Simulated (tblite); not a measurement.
Task: What does the GFN2-xTB structure of `C[SiH2][Si@H]([SiH2]N)[SiH2]C=O` look like in three dimensions?

Result: 
```xyz
21
C2H13NOSi4 angstrom
C     -0.7759   -2.7962    0.0275
Si    -0.3880   -1.7001    1.5252
Si    -0.3673    0.5446    0.8909
Si    -1.5094    0.9940   -1.0918
N     -1.0255    2.5953   -1.5296
Si     1.7964    1.3920    0.7874
C      2.5463    0.1067   -0.4187
O      1.8930   -0.8427   -0.7859
H     -0.7813   -3.8505    0.2883
H     -0.0285   -2.6519   -0.7457
H     -1.7460   -2.5564   -0.4000
H     -1.3989   -1.9843    2.5582
H      0.8900   -2.1319    2.1102
H     -1.0156    1.3302    1.9806
H     -2.9747    0.8310   -0.9729
H     -1.1100    0.1984   -2.2533
H     -1.1156    3.3306   -0.8472
H     -1.2885    2.9513   -2.4349
H      2.1069    2.6860    0.1622
H      2.7015    1.3524    1.9480
H      3.5820    0.2184   -0.7990
```

Any rigid rotation of these coordinates is as good. Atoms count from 1 in this order. Si3 (SiH silicon) is distorted tetrahedral (angles from 104.2° to 114.3°). Of the pairs four or more bonds apart, Si2···O8 is among the closest relative to their van der Waals radii: 3.36 Å, 93 % of the sum of Bondi's values. Si6 (SiH2 silicon) is distorted tetrahedral (angles from 98.5° to 122.4°). Si4 (SiH2 silicon) is distorted tetrahedral (angles from 103.1° to 115.9°).

Bonds between heavy atoms (Å): C1–Si2 1.896, Si2–Si3 2.333, Si3–Si4 2.332, Si4–N5 1.729, Si3–Si6 2.326, Si6–C7 1.915, C7=O8 1.210.

Computed geometry: GFN2-xTB, gas phase.

Point group: C1 (no symmetry element, even within 0.4 Å). Its lowest GFN2-xTB frequency is 11 cm⁻¹, too small to tell a flat minimum from a shallow saddle. The numbers are those of one conformer (C1–Si2–Si3–Si4 20°, Si2–Si3–Si4–N5 -167°, Si3–Si4–N5–H -53° and 171°, Si2–Si3–Si6–C7 55°, Si3–Si6–C7–O8 -5°). 3 starts were optimised and ended at 0.00, 2.01 and 2.11 kcal/mol (GFN2-xTB); the lowest of these is shown.
